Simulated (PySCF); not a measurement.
PBEsol on In⁻ (indium, charge -1), [Kr] 4d10 5s2 5p2, high-spin 3P determinant. All numbers are calculated (PySCF 2.14, a scalar-relativistic core potential, in aug-cc-pwCVQZ-PP with ECP28MDF (10s10p8d6f4g1h, 169 functions)).

```
cycle= 1 E= -189.910874873597  delta_E= -0.0152  |g|= 0.114  |ddm|= 0.417
cycle= 2 E= -189.910267178839  delta_E= 0.000608  |g|= 0.132  |ddm|= 0.24
cycle= 3 E= -189.913355658538  delta_E= -0.00309  |g|= 0.00428  |ddm|= 0.103
cycle= 4 E= -189.913331931981  delta_E= 2.37e-05  |g|= 0.00557  |ddm|= 0.049
cycle= 5 E= -189.913391645853  delta_E= -5.97e-05  |g|= 0.000177  |ddm|= 0.027
cycle= 6 E= -189.91339166923  delta_E= -2.34e-08  |g|= 2.63e-05  |ddm|= 0.000817
cycle= 7 E= -189.913391670234  delta_E= -1e-09  |g|= 5.21e-06  |ddm|= 0.000263
cycle= 8 E= -189.913391670317  delta_E= -8.31e-11  |g|= 4.33e-07  |ddm|= 6.5e-05
converged SCF energy = -189.913391670317  <S^2> = 2.0015425  2S+1 = 3.0010281
```

Highest occupied orbital energy: 1.143 eV; ⟨L²⟩ = 2.01; populations by l: s 4.00, p 8.00, d 10.00, f 0.00.

Q: Can this result be used?

A: With care. Self-consistency was reached. Energies and moments cover only the electrons outside the core potential. At PBEsol the highest occupied level has a positive energy, so only the finite basis holds that electron; in a semilocal or global hybrid functional this comes from self-interaction and does not mean that the real anion is unbound.
